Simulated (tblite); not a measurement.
Run record: tight-binding relaxation, `[CH2]c1ccc(cc1)C#C` [radical].

Computed with GFN2-xTB geometry optimisation, gas phase (tblite 0.8.0). Start geometry: from a force field or distance geometry. The command runs a driver script over a list of jobs; the input below is this job's line of settings and its coordinates in Å.

Command:
```bash
OMP_NUM_THREADS=1 python probes_run.py task.json out
```

Input:
```
{"job": {"kind": "relax", "xc": "GFN2-xTB", "basis": "xTB"}, "charge": 0, "multiplicity": 2}
C      3.831500    -0.284900    -0.648100
C      2.637000    -0.190500    -0.457600
C      1.244100    -0.094900    -0.207000
C      0.763500     0.517700     0.949300
C     -0.612400     0.609700     1.197000
C     -1.529000     0.111500     0.252800
C     -2.953700     0.220700     0.493200
C     -1.041200    -0.484900    -0.909000
C      0.332900    -0.594400    -1.144800
H      4.866100    -0.360500    -0.819600
H      1.458500     0.901400     1.692100
H     -0.962300     1.080100     2.107200
H     -3.326300     0.685300     1.412600
H     -3.655200    -0.170500    -0.230600
H     -1.741500    -0.876300    -1.651900
H      0.680300    -1.060600    -2.047200
```

Output:
```
step      E/eV     max force
  0    -617.46570    3.038
  1    -617.58462    2.685
  2    -617.58052    3.161
  3    -617.63471    0.422
  4    -617.64159    0.307
  5    -617.64574    0.263
  6    -617.64962    0.130
  7    -617.65111    0.122
  8    -617.65307    0.104
  9    -617.65415    0.099
 10    -617.65491    0.056
 11    -617.65518    0.026
 12    -617.65526    0.021
 13    -617.65531    0.019
 14    -617.65535    0.015
 15    -617.65538    0.010
 16    -617.65539    0.007
```

«max force» is the largest atomic force in eV/Å.

Problem. From which step on does the largest force stay under 0.1 eV/Å, and how much energy is left to gain from there?

Solution. From step 9 (0.099 eV/Å), 1.2 meV above the end.

Summary of the converged run: energy lowered by 4.4 kcal/mol over 16 steps; largest atomic force 0.007 eV/Å at the end.

Problem. Where do the atoms end?

Solution. 0.030 Å rms from the input after alignment:
```
atom  x, y, z in Å
C1     3.7945   -0.2802   -0.6415
C2     2.6108   -0.1923   -0.4417
C3     1.2286   -0.0897   -0.2085
C4     0.7473    0.5156    0.9668
C5    -0.5942    0.6156    1.1977
C6    -1.5484    0.1155    0.2609
C7    -2.8988    0.2145    0.4883
C8    -1.0344   -0.4930   -0.9239
C9     0.3085   -0.5920   -1.1467
H10    4.8262   -0.3573   -0.8155
H11    1.4593    0.8995    1.6836
H12   -0.9586    1.0794    2.1029
H13   -3.2827    0.6723    1.3822
H14   -3.6133   -0.1634   -0.2208
H15   -1.7369   -0.8787   -1.6484
H16    0.6846   -1.0569   -2.0469
```

Time: 0.33 s of wall time. Hardware: AMD EPYC, one thread, shared host with 64 logical CPUs at a one-minute load of 58.
Labels such as C1 count atoms from 1, the log's own numbers from 0.
